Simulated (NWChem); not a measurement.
## Basis-set dependence for HO₃S

```
S
O 1 1.4847
O 1 1.4944 2 123.19
O 1 1.6895 2 104.87 3 123.15
H 4 0.9841 1 105.60 2 -161.36
```
Charge 0, spin multiplicity 2.

Everything below was run with NWChem. The geometry was optimised at UPBE/def2-SVP, a minimum by its harmonic frequencies. It is one conformer; others weren't searched.

Hartree-Fock energies in Ha, correlation energies in mHa.

The correlated methods keep 8 core orbitals frozen. The Pople sets run with spherical d functions. The structure started from a generated list of species. The stability of the SCF solutions was not checked. Open-shell Hartree-Fock references start from PBE0 orbitals.

| basis | functions | UHF | UMP2 | SCS-UMP2 |
|---|---|---|---|---|
| def2-SVP | 65 | -622.24538 | -701.3 | -671.2 |
| 6-311G** | 86 | -622.62377 | -746.3 | -715.4 |
| def2-TZVP | 136 | -622.72382 | -890.7 | -860.6 |

From 6-311G** to def2-TZVP the Hartree-Fock energy moves by -100.1 mHa and the UMP2 correlation energy by -144.4 mHa, which is 16 % of its value in the larger set.
